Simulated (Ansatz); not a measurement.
Born–Oppenheimer molecular dynamics of CH10GeSi (13 atoms, charge 0, multiplicity 1). It starts at the highest image of a converged band. Of that band: Neighbouring images differ by up to 3.6 eV, so the band resolves the path poorly. A vibrational analysis at the climbing image gives one clearly imaginary mode, 1809i cm⁻¹: a first-order saddle point.

All numbers below come from RKS B3LYP/def2-SVP in Ansatz 0.2.0.

| Item | Value |
| --- | --- |
| ensemble | NVE (velocity Verlet) |
| time step | 0.5 fs |
| steps asked | 200 |
| starting velocities drawn for | 100 K |
| seed | 3377 |

First frame:

```xyz
13
Properties=species:S:1:pos:R:3
Ge 0.152 -0.116 -0.468
H 1.396 0.891 0.513
H 1.138 -0.168 -1.646
C -1.089 1.400 -0.278
H -1.934 1.244 -0.969
H -1.486 1.425 0.749
H -0.587 2.353 -0.494
H -0.815 -1.367 -0.565
Si 1.248 -2.069 1.311
H 1.405 -3.147 0.285
H 2.462 -2.067 2.195
H 0.053 -2.399 2.152
H 1.318 -0.184 0.822
```

How far do the bonds stretch over the last three quarters of this one trajectory? (Pairs bonded in most of those frames.)


```
   bond  mean (Å)  spread (Å)  shortest  longest
 Ge1–H3     1.566       0.022      1.52     1.62
 Ge1–C4     1.995       0.062      1.89     2.09
 Ge1–H8     1.561       0.018      1.53     1.60
Ge1–Si9     2.421       0.209      2.16     2.83
 H2–H13     0.769       0.051      0.69     0.84
  C4–H5     1.102       0.018      1.07     1.13
  C4–H6     1.101       0.017      1.07     1.13
  C4–H7     1.101       0.017      1.07     1.13
Si9–H10     1.496       0.016      1.47     1.52
Si9–H11     1.495       0.005      1.49     1.51
Si9–H12     1.498       0.031      1.45     1.55
```

Mean temperature of the second half: 2031 K. The conserved energy stayed within 0.2 meV per atom of its start (net change -0.11 meV per atom), so the integration is sound. The kinetic energy rose, since the run started high on the potential surface and went downhill. It ends in pieces (CH8GeSi + H2), so much of that is their flight and rotation, not heat. A run of 0.1 ps of so small a system gives no equilibrium averages. The orbitals stay closed-shell, which can raise the energy where a bond breaks towards radicals; this wasn't checked here.

Time of the run: 2.1 min on 4 threads of AMD EPYC 9R45 96-Core Processor (Zen 5) (shared host), peak memory 0.29 GiB.
